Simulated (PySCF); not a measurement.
# Basis and Hamiltonian dependence of the excitation energy of Mo⁺

Mo⁺ [Kr] 4d5 (6S) → Mo⁺ [Kr] 4d4 5p1 (high-spin determinant). Calculated with PySCF 2.14 from differences of total energies of unrestricted determinants, without spin-orbit coupling. Values in eV.

| basis | Hamiltonian | functions | UHF | PBE | PBE0 | MP2 (valence) | CCSD(T) (valence) | CCSD(T) (valence and next inner shell) |
| --- | --- | --- | --- | --- | --- | --- | --- | --- |
| aug-cc-pVDZ-PP with ECP28MDF | ECP | 54 | 5.564 | 5.730 | 5.832 | 5.856 | 5.837 | n/a |
| def2-TZVPPD with the def2 core potential (28 electrons) | ECP | 56 | 5.593 | 5.792 | 5.889 | 5.948 | 5.930 | 5.939 |
| ANO-RCC-VTZP | spin-free X2C | 68 | 5.528 | 5.840 | 5.912 | 5.904 | 5.886 | 5.942 |
| aug-cc-pwCVDZ-PP with ECP28MDF | ECP | 70 | 5.534 | 5.716 | 5.817 | 5.885 | 5.863 | 5.767 |
| x2c-TZVPPall | spin-free X2C | 79 | 5.581 | 5.849 | 5.931 | 5.936 | 5.913 | 5.961 |
| def2-QZVPPD with the def2 core potential (28 electrons) | ECP | 81 | 5.565 | 5.781 | 5.876 | 5.932 | 5.910 | 5.927 |
| aug-cc-pVTZ-PP with ECP28MDF | ECP | 88 | 5.527 | 5.714 | 5.815 | 5.874 | 5.848 | n/a |
| x2c-TZVPPall with one added diffuse shell each of s, p, d, f type | spin-free X2C | 95 | 5.571 | 5.838 | 5.919 | 5.924 | 5.898 | 5.946 |
| aug-cc-pVTZ-DK | spin-free X2C | 102 | 5.511 | 5.788 | 5.866 | 5.860 | 5.832 | n/a |
| x2c-QZVPPall | spin-free X2C | 111 | 5.522 | 5.829 | 5.901 | 5.887 | n/a | n/a |
| aug-cc-pVTZ-PP with one added diffuse shell each of s, p, d, f, g type with ECP28MDF | ECP | 113 | 5.527 | 5.713 | 5.815 | 5.874 | n/a | n/a |
| aug-cc-pwCVTZ-PP with ECP28MDF | ECP | 122 | 5.521 | 5.711 | 5.812 | 5.886 | n/a | n/a |

Frozen in the all-electron rows: valence: [Kr]; valence and next inner shell: [Ar] 3d10; with a core potential, the same shells as far as they lie outside it.

One determinant mixes LS terms of the configuration, so the numbers do not refer to single terms.
